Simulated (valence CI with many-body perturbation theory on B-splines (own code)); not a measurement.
E1 line list for Tm⁵³⁺

Level of theory: relativistic CI+MBPT: six valence electrons over a frozen Dirac-Fock core [Ne], a basis of 9 s, 9 p, 8 d, 6 f, 3 g, 1 h functions for each j, with the one-electron correlation potential Σ1, the two-electron term Σ2, the three-electron term Σ3, Breit, model QED; selected CI, second order for the rest, scaled by the run's own slope (own B-spline code, finite nucleus).

No measured spectrum was set against this ion. As an estimate, large intervals hold to a few tenths of a per cent, small ones and those within an open d or f shell to about a per cent. Among the levels kept, up to 990 cm⁻¹ of a level comes from second order outside the variational space, and about a tenth of that is noise between levels of different J, which matters for small intervals.

Lines 101 to 131 of 131 in falling wavelength, among levels below 546.90 eV, chosen from the strongest by gf and those to the six lowest levels. Wavelengths and rates use the calculated energies. Electric multipoles are in the length gauge with retardation, E1 and E2 with the static RPA response of the core. Weak lines are less certain than strong ones. Lines between different terms over intervals too small for the method are left out, as are lines whose strength nearly cancels. The highest levels of a list are the least certain.

Levels are named by their leading jj configuration (3d3/2^4 stands for four electrons in 3d with j = 3/2), which in mixed levels can hold well under half, so a name can repeat and another be missing. Letters in brackets count levels of one name in rising energy.

| λ vac (nm) | Upper | Lower | A (s⁻¹) | S (a.u.) with core polarisation | S without |
| --- | --- | --- | --- | --- | --- |
| 4.307 | (3s^2 3p1/2^2 3d3/2 3d5/2) J=3 | (3s^2 3p1/2^2 3p3/2 3d3/2) J=2 | 1.33e+11 | 3.67e-02 | 3.72e-02 |
| 4.296 | (3s^2 3p3/2^4) J=0 | (3s^2 3p1/2^2 3p3/2 3d3/2) J=1 | 1.79e+08 | 6.99e-06 | 7.10e-06 |
| 4.276 | (3s^2 3p1/2^2 3d3/2 3d5/2) J=2 | (3s^2 3p1/2^2 3p3/2 3d3/2) J=3 | 1.26e+10 | 2.44e-03 | 2.47e-03 |
| 4.266 | (3s^2 3p1/2^2 3d3/2 3d5/2) J=2 | (3s^2 3p1/2^2 3p3/2 3d3/2) J=1 | 1.03e+11 | 1.98e-02 | 2.01e-02 |
| 4.257 | (3s^2 3p1/2^2 3p3/2 3d5/2) J=1 | (3s^2 3p1/2^2 3p3/2^2) J=0 | 1.89e+11 | 2.16e-02 | 2.19e-02 |
| 4.216 | (3s^2 3p1/2^2 3d3/2 3d5/2) J=1 | (3s^2 3p1/2^2 3p3/2 3d3/2) J=0 | 9.06e+10 | 1.01e-02 | 1.02e-02 |
| 4.210 | (3s^2 3p1/2^2 3d3/2 3d5/2) J=1 | (3s^2 3p1/2^2 3p3/2 3d3/2) J=1 | 8.75e+10 | 9.67e-03 | 9.80e-03 |
| 4.206 | (3s^2 3p1/2^2 3d3/2 3d5/2) J=4 | (3s^2 3p1/2^2 3p3/2 3d3/2) J=3 | 2.05e+11 | 6.78e-02 | 6.87e-02 |
| 4.202 | (3s^2 3p1/2 3p3/2^2 3d5/2) J=2 | (3s^2 3p1/2 3p3/2^3) J=1 | 1.28e+10 | 2.33e-03 | 2.37e-03 |
| 4.160 | (3s^2 3p1/2^2 3d3/2 3d5/2) J=2 | (3s^2 3p1/2^2 3p3/2 3d3/2) J=2 | 6.77e+10 | 1.20e-02 | 1.22e-02 |
| 4.143 | (3s^2 3p1/2^2 3p3/2 3d5/2) J=3 | (3s^2 3p1/2^2 3p3/2^2) J=2 | 3.69e+11 | 9.07e-02 | 9.19e-02 |
| 4.106 | (3s^2 3p1/2^2 3d3/2 3d5/2) J=1 | (3s^2 3p1/2^2 3p3/2 3d3/2) J=2 | 1.37e+10 | 1.41e-03 | 1.42e-03 |
| 4.010 | (3s^2 3p1/2^2 3p3/2 3d5/2) J=1 | (3s^2 3p1/2^2 3p3/2^2) J=2 | 4.30e+10 | 4.11e-03 | 4.16e-03 |
| 3.005 | (3s 3p1/2^2 3p3/2^3) J=2 | (3s^2 3p1/2^2 3p3/2^2) J=2 | 4.97e+11 | 3.32e-02 | 3.37e-02 |
| 2.995 | (3s 3p1/2^2 3p3/2^3) J=1 | (3s^2 3p1/2^2 3p3/2^2) J=0 | 2.09e+11 | 8.32e-03 | 8.45e-03 |
| 2.870 | (3s 3p1/2^2 3p3/2^3) J=1 | (3s^2 3p1/2^2 3p3/2^2) J=2 | 4.08e+11 | 1.43e-02 | 1.45e-02 |
| 2.837 | (3s^2 3p1/2 3p3/2^2 3d3/2) J=1 [a] | (3s^2 3p1/2^2 3p3/2^2) J=0 | 6.79e+10 | 2.29e-03 | 2.33e-03 |
| 2.737 | (3s^2 3p1/2 3p3/2^2 3d3/2) J=2 [a] | (3s^2 3p1/2^2 3p3/2^2) J=2 | 5.86e+09 | 2.96e-04 | 3.01e-04 |
| 2.725 | (3s^2 3p1/2 3p3/2^2 3d3/2) J=1 [a] | (3s^2 3p1/2^2 3p3/2^2) J=2 | 1.09e+11 | 3.26e-03 | 3.31e-03 |
| 2.693 | (3s^2 3p1/2 3p3/2^2 3d3/2) J=3 [a] | (3s^2 3p1/2^2 3p3/2^2) J=2 | 2.61e+10 | 1.76e-03 | 1.79e-03 |
| 2.583 | (3s^2 3p1/2 3p3/2^2 3d3/2) J=2 [b] | (3s^2 3p1/2^2 3p3/2^2) J=2 | 1.67e+11 | 7.11e-03 | 7.22e-03 |
| 2.554 | (3s^2 3p1/2 3p3/2^2 3d3/2) J=1 [b] | (3s^2 3p1/2^2 3p3/2^2) J=0 | 2.56e+08 | 6.31e-06 | 6.38e-06 |
| 2.514 | (3s^2 3p1/2 3p3/2^2 3d3/2) J=3 [b] | (3s^2 3p1/2^2 3p3/2^2) J=2 | 1.83e+12 | 1.01e-01 | 1.02e-01 |
| 2.491 | (3s^2 3p1/2 3p3/2^2 3d3/2) J=1 [c] | (3s^2 3p1/2^2 3p3/2^2) J=0 | 2.44e+12 | 5.57e-02 | 5.66e-02 |
| 2.484 | (3s^2 3p1/2 3p3/2^2 3d3/2) J=2 [c] | (3s^2 3p1/2^2 3p3/2^2) J=2 | 2.53e+12 | 9.56e-02 | 9.71e-02 |
| 2.463 | (3s^2 3p1/2 3p3/2^2 3d3/2) J=1 [b] | (3s^2 3p1/2^2 3p3/2^2) J=2 | 2.90e+12 | 6.43e-02 | 6.53e-02 |
| 2.446 | (3s^2 3p1/2 3p3/2^2 3d5/2) J=1 | (3s^2 3p1/2^2 3p3/2^2) J=0 | 5.27e+10 | 1.14e-03 | 1.16e-03 |
| 2.427 | (3s^2 3p1/2 3p3/2^2 3d5/2) J=3 | (3s^2 3p1/2^2 3p3/2^2) J=2 | 3.17e+10 | 1.56e-03 | 1.59e-03 |
| 2.404 | (3s^2 3p1/2 3p3/2^2 3d3/2) J=1 [c] | (3s^2 3p1/2^2 3p3/2^2) J=2 | 4.99e+11 | 1.03e-02 | 1.04e-02 |
| 2.362 | (3s^2 3p1/2 3p3/2^2 3d5/2) J=1 | (3s^2 3p1/2^2 3p3/2^2) J=2 | 7.19e+09 | 1.40e-04 | 1.42e-04 |
| 2.286 | (3s^2 3p1/2 3p3/2^2 3d5/2) J=2 | (3s^2 3p1/2^2 3p3/2^2) J=2 | 7.96e+08 | 2.34e-05 | 2.38e-05 |
